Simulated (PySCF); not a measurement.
A run that did not reach its result, on `C#Cc1cnc[nH]1` (driver script around PySCF, density fitting, GFN2-xTB geometry as the base; each input is a line of settings and coordinates in Å).

Command:
```bash
OMP_NUM_THREADS=1 python probes_run.py task.json out
```
Input:
```
{"job": {"kind": "nmr", "xc": "SCAN", "basis": "6-31G", "pop": false, "gauge": [10, 10, 10], "scf": {"diis": false, "max_cycle": 72}}, "charge": 0, "multiplicity": 1}
C      2.667182    -0.874785     0.121288
C      1.551435    -0.433247     0.059738
C      0.248859     0.075732    -0.014892
C     -0.220745     1.353853    -0.223868
N     -1.573640     1.358846    -0.215347
C     -1.939446     0.124469    -0.008221
N     -0.876442    -0.702459     0.121678
H      3.646746    -1.244999     0.172580
H      0.341394     2.252476    -0.377352
H     -2.955459    -0.211113     0.054089
H     -0.884459    -1.696102     0.284344
```

Output:
```
final grid: 99512 points
cycle   1  E = -302.0657764271  dE =  1.352e+00  |g| = 4.475e-01  |ddm| = 5.103e+00
cycle   2  E = -301.9411592619  dE =  1.246e-01  |g| = 8.308e-01  |ddm| = 3.264e+00
cycle   3  E = -301.2265526134  dE =  7.146e-01  |g| = 1.859e+00  |ddm| = 4.227e+00
cycle   4  E = -294.3014435303  dE =  6.925e+00  |g| = 4.532e+00  |ddm| = 1.181e+01
cycle   5  E = -253.9771857987  dE =  4.032e+01  |g| = 8.304e+00  |ddm| = 4.111e+01
cycle   6  E = -238.4821416195  dE =  1.550e+01  |g| = 7.676e+00  |ddm| = 5.635e+01
cycle   7  E = -230.6740911169  dE =  7.808e+00  |g| = 6.532e+00  |ddm| = 8.331e+01
cycle   8  E = -234.2799637492  dE = -3.606e+00  |g| = 7.309e+00  |ddm| = 7.985e+01
cycle   9  E = -212.8964991550  dE =  2.138e+01  |g| = 7.146e+00  |ddm| = 6.124e+01
cycle  10  E = -216.7404263983  dE = -3.844e+00  |g| = 6.695e+00  |ddm| = 9.187e+01
... (52 lines left out)
cycle  63  E = -155.1674346967  dE =  8.035e+00  |g| = 7.594e+00  |ddm| = 9.737e+02
cycle  64  E = -163.2019872300  dE = -8.035e+00  |g| = 6.140e+00  |ddm| = 9.737e+02
cycle  65  E = -155.1674346967  dE =  8.035e+00  |g| = 7.594e+00  |ddm| = 9.737e+02
cycle  66  E = -163.2019872301  dE = -8.035e+00  |g| = 6.140e+00  |ddm| = 9.737e+02
cycle  67  E = -155.1674346967  dE =  8.035e+00  |g| = 7.594e+00  |ddm| = 9.737e+02
cycle  68  E = -163.2019872300  dE = -8.035e+00  |g| = 6.140e+00  |ddm| = 9.737e+02
cycle  69  E = -155.1674346967  dE =  8.035e+00  |g| = 7.594e+00  |ddm| = 9.737e+02
cycle  70  E = -163.2019872301  dE = -8.035e+00  |g| = 6.140e+00  |ddm| = 9.737e+02
cycle  71  E = -155.1674346967  dE =  8.035e+00  |g| = 7.594e+00  |ddm| = 9.737e+02
cycle  72  E = -163.2019872301  dE = -8.035e+00  |g| = 6.140e+00  |ddm| = 9.737e+02
SCF not converged, last energy = -163.2019872301
```

Hardware: one thread, Arm Neoverse V1 (aarch64) (shared host). Cost: 40 s of wall time, 0.39 GiB resident at most.

**Question.** Diagnose the run.

**Answer.** The energy swings between two values 8 Eh apart, cycle after cycle, with a gradient of 6.1e+00 at cycle 72; DIIS was off. Go back to DIIS. Its energy and orbitals aren't self-consistent and shouldn't be used.
